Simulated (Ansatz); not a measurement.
The cluster Ge3F5 (the lowest doublet isomer of a short search). The state is a doublet with charge 0. Geometry r2SCAN-D4/def2-SVP, basis def2-TZVP, Ansatz.

```tsv
atom	x (Å)	y (Å)	z (Å)
Ge1	0.244	-0.731	-1.684
Ge2	-1.849	0.419	0.724
Ge3	0.785	0.166	0.774
F4	0.824	0.735	-2.455
F5	-1.464	0.169	-1.191
F6	-1.829	-1.343	0.903
F7	1.401	-0.919	1.987
F8	1.889	1.503	0.942
```

| run | HOMO (eV) | LUMO (eV) |
| --- | --- | --- |
| A | -5.48 | -4.83 |
| B | -9.02 | -1.22 |
| C | -6.53 | -4.27 |
| D | -5.63 | -5.19 |
| E | -5.84 | -4.82 |

The structure comes from a short search, and lower isomers may exist.

HOMO and LUMO are taken over both spins.

**Question.** The runs used HF, LDA (SPW92), PBE, PBE0, r2SCAN. Estimate which is which.

**Answer.** A PBE (0 % exact exchange); B HF (100 % exact exchange); C PBE0 (25 % exact exchange); D LDA (SPW92) (0 % exact exchange); E r2SCAN (0 % exact exchange). Exact exchange lowers occupied and raises empty levels; among semilocal functionals meta-GGAs tend to open the gap a little, and such runs are hard to tell apart. The gap grows from 0.45 eV (LDA (SPW92)) to 7.80 eV (HF).
